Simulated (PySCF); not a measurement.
**Optical rotation: SMILES [BH3-][NH2+][C@H]1C[C@@H]1CF, C4H11BFN**

Cartesian coordinates in Å; atom numbers follow the order of the lines, from 1:
```xyz
18

B     2.157    1.090   -0.313
N     1.437   -0.367    0.005
C     0.167   -0.557   -0.654
C    -0.849   -1.514   -0.100
C    -1.075   -0.030   -0.005
C    -2.134    0.637   -0.851
F    -2.288   -0.017   -2.048
H     3.169    1.070    0.318
H     1.391    1.922    0.061
H     2.344    1.118   -1.488
H     1.327   -0.410    1.013
H     2.103   -1.079   -0.281
H     0.248   -0.458   -1.728
H    -0.616   -2.052    0.807
H    -1.451   -2.073   -0.800
H    -0.973    0.439    0.965
H    -1.851    1.669   -1.086
H    -3.112    0.617   -0.356
```

Method used: TDDFT CAM-B3LYP/def2-SVPD circular dichroism and optical rotation, one conformer, gas phase (PySCF). Geometry: GFN2-xTB.

The molecule is flexible and this is one conformer; a measurement averages over conformers.

Stereocentres: C3 S, C5 S.

(1) What is the specific rotation at 633, 589.3, 546, 436, 405, 365, 355 nm?

## Answers

(1) [α] in deg dm⁻¹ (g/mL)⁻¹:
```tsv
λ (nm)	origin-invariant length gauge	modified velocity gauge	length gauge (centre of mass)	isotropic polarisability (au)
633	-2.4	-1.2	0.0	74.9
589.3	-3.0	-1.4	-0.2	75.1
546	-3.7	-1.8	-0.3	75.4
436	-7.2	-3.9	-1.7	76.6
405	-9.1	-5.0	-2.6	77.2
365	-12.9	-7.4	-4.5	78.1
355	-14.2	-8.2	-5.2	78.4
```

The first excitation lies at 7.13 eV (174 nm) with R = -1.5 × 10⁻⁴⁰ esu² cm² (velocity form).
